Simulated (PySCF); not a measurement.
# Working out the ionisation energy of Fe⁺

Fe⁺ [Ar] 3d6 4s1 (6D) → Fe²⁺ [Ar] 3d6 (5D). All numbers are calculated (PySCF 2.14, no relativity, point nucleus, in aug-cc-pVDZ). Frozen: [Ar]. Energies in hartree (1 hartree = 27.21139 eV):

```csv
part,Fe⁺ (lower),Fe²⁺ (upper)
UHF,-1262.217411,-1261.660801
CCSD correlation,-0.124183,-0.103313
(T),-0.002162,-0.001225
```

Problem. What does Hartree-Fock give?

Solution. (-1261.660801) − (-1262.217411) = 0.556610 hartree = 15.146 eV.

Problem. What do CCSD and CCSD(T) give?

Solution. The CCSD correlation energies differ by 0.020870 hartree = 0.568 eV and the triples by 0.000937 hartree = 0.025 eV, so CCSD gives 15.714 eV and CCSD(T) 15.739 eV.

Reference: 16.199 eV (measured; NIST Atomic Spectra Database, ionization energies), between the lowest levels; spin-orbit coupling is absent from the calculation.

The calculation is non-relativistic.

A double-zeta basis recovers only part of the correlation energy.

What remains against the reference includes basis incompleteness, the frozen core and higher excitations.
